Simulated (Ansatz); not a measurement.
Z-matrix (Å, degrees):
```
C
O 1 1.414
H 1 1.091 2 111.6
H 1 1.091 2 108.4 3 -120.9
H 1 1.091 2 108.3 3 120.9
B 2 1.335 1 127.5 3 0.6
Br 6 1.944 2 122.6 1 -0.1
S 6 1.807 2 116.8 1 179.9
H 8 1.340 6 95.9 2 180.0
```

The species carries charge 0 and has multiplicity 1.

Question: List the PBE/def2-TZVPP orbital energies in eV (the Gaussian-basis code of Ansatz). (Best estimate.)

Answer: Computed: Occupied: -13088.94, -2395.91, -1682.07, -1516.44, -1516.38, -1516.37, -511.40, -270.60, -228.85, -208.90, -179.20, -171.02, -170.83, -170.80, -155.04, -154.93, -154.84, -67.68, -67.64, -67.61, -67.48, -67.48, -26.59, -19.65, -18.58, -17.69, -13.55, -11.93, -11.69, -10.79, -10.21, -8.77, -8.73, -7.85, -7.34, -7.04, -6.48. Lowest empty: -1.05, -0.61, 0.12, 0.86, 1.27, 2.01, 2.14, 2.25.
